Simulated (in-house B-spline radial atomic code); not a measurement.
Re⁺. Computed with a B-spline radial atomic code. Model: non-relativistic spherical atom: semilocal Troullier-Martins pseudo-atom, one channel per l, against all electrons, high spin, G0W0 and RPA with empty states to l = 8, local potential for every l without a channel, a model core (radius 0 = none) keeps its share of the functional.

The core holds an angular momentum without a channel of its own, so the local potential lets valence electrons into it.

Without relativity these are model numbers for so heavy an element.

What the tables leave out is listed at the end.

The pseudopotential gives back the lowest level of each angular momentum of its own functional in the configuration it was made in; a second state of the same l is only approximately right. Exact exchange, RPA and GW see the smooth pseudo-orbitals and miss the exchange with the core, for which the functional's share stands in. The column with an uncorrelated core keeps all orbitals and exact exchange, and so separates missing core correlation from pseudisation. Only the three outermost levels and the lowest empty one were computed. RPA here is direct RPA, with no exchange kernel, and its energies carry an (l + 1/2)⁻⁴ tail. A hybrid on a potential with a model core restores only its own semilocal share of the core's exchange.

Command:
```bash
python run_psgw.py task.json out
```
Settings (lengths in bohr, energies in hartree):
```
Z                      75
electrons              74
configuration          [Xe] 4f14 5d5 6s1
generated_in           [Xe] 4f14 5d5 6s1
functional             pbe,pbe
core_shells            11
radius_factor          0.9
core_correction        True
ion_configuration      [Xe] 4f14 5d5
```

Cost of the run: 110 s on 1 thread of Arm Neoverse N1 (shared host).

Given: made with PBE; model core radius 0.928 bohr; local radius 1.22 bohr; mean-field start PBE.

Valence shells of the generating configuration: 5p, 5d, 6s.

Channel: s 2.46, p 1.001, d 1.249 (radii in bohr).

Computed: largest level miss in the spin-unpolarised generating configuration 0 eV; valence RPA correlation energy all-electron orbitals -0.56094 hartree; valence RPA correlation energy pseudo -0.76734 hartree; pseudo-atom RPA polarisability 29.217 bohr³; ionisation by mean-field all-electron 15.06 eV; ionisation by RPA all-electron 15.283 eV; ionisation by RPA pseudo minus all 1.266 eV.

```
          level  occupied  mean-field all-electron (eV)  mean-field pseudo minus all (eV)  G0W0 all-electron (eV)  G0W0 uncorrelated core minus all (eV)  G0W0 pseudo minus all (eV)  exchange self-energy all-electron (eV)  exchange self-energy pseudo (eV)
          6s up         1                       -11.741                            -0.045                 -15.391                                  0.074                      -1.032                                 -12.298                           -12.579
          5d up         1                       -15.189                             0.009                 -20.382                                  0.088                       0.493                                 -28.568                           -23.304
5d down (empty)         0                       -11.546                             0.017                 -7.8731                                  0.233                       0.237                                 -10.975                           -5.4526
```

**Question.** What is the all-electron RPA polarisability, core included?

**Answer.** 29.493 bohr³.

**Question.** What is the ionisation by mean-field pseudo minus all?

**Answer.** 0.067 eV.

Given: mean-field start PBE0.

Computed: valence RPA correlation energy all-electron orbitals -0.52714 hartree; valence RPA correlation energy pseudo -0.72168 hartree; pseudo-atom RPA polarisability 23.574 bohr³; ionisation by mean-field pseudo minus all 0.65 eV; ionisation by RPA all-electron 15.142 eV; ionisation by RPA pseudo minus all 1.462 eV.

| level | occupied | mean-field all-electron (eV) | mean-field pseudo minus all (eV) | G0W0 all-electron (eV) | G0W0 uncorrelated core minus all (eV) | G0W0 pseudo minus all (eV) | exchange self-energy all-electron (eV) | exchange self-energy pseudo (eV) |
| --- | --- | --- | --- | --- | --- | --- | --- | --- |
| 6s up | 1 | -12.367 | -0.559 | -15.276 | 0.076 | -1.328 | -12.136 | -13.261 |
| 5d up | ? | ? | ? | ? | ? | ? | ? | ? |
| 5p down | 1 | -51.592 | 1.592 | -55.773 | -0.125 | 2.688 | -38.255 | -23.717 |
| 5d down (empty) | 0 | -9.8332 | 0.291 | -7.344 | 0.238 | 0.407 | -10.372 | -5.1722 |

**Question.** What belongs in the row 5d up?

**Answer.** occupied: 1; mean-field all-electron (eV): -16.839; mean-field pseudo minus all (eV): 0.28; G0W0 all-electron (eV): -20.707; G0W0 uncorrelated core minus all (eV): 0.101; G0W0 pseudo minus all (eV): 0.589; exchange self-energy all-electron (eV): -28.787; exchange self-energy pseudo (eV): -23.344.

**Question.** What is the all-electron RPA polarisability, core included?

**Answer.** 25.969 bohr³.

**Question.** What is the ionisation by mean-field all-electron?

**Answer.** 14.77 eV.

Among the listed levels the largest G0W0 shift of the pseudo-atom is +2.69 eV, for 5p down on the PBE0 start, while leaving the core uncorrelated moves that level by -0.12 eV. So pseudisation and the lost core exchange, not the missing core correlation, make the error. Not in the tables (levels of low weight, unsolved or above zero; the highest and the empty levels are kept at any weight): on PBE the G0W0 levels 5p down (pseudo minus all +1.64 eV, weights 0.79 and 0.72); no Hartree-Fock pseudo-atom is run with a model core.
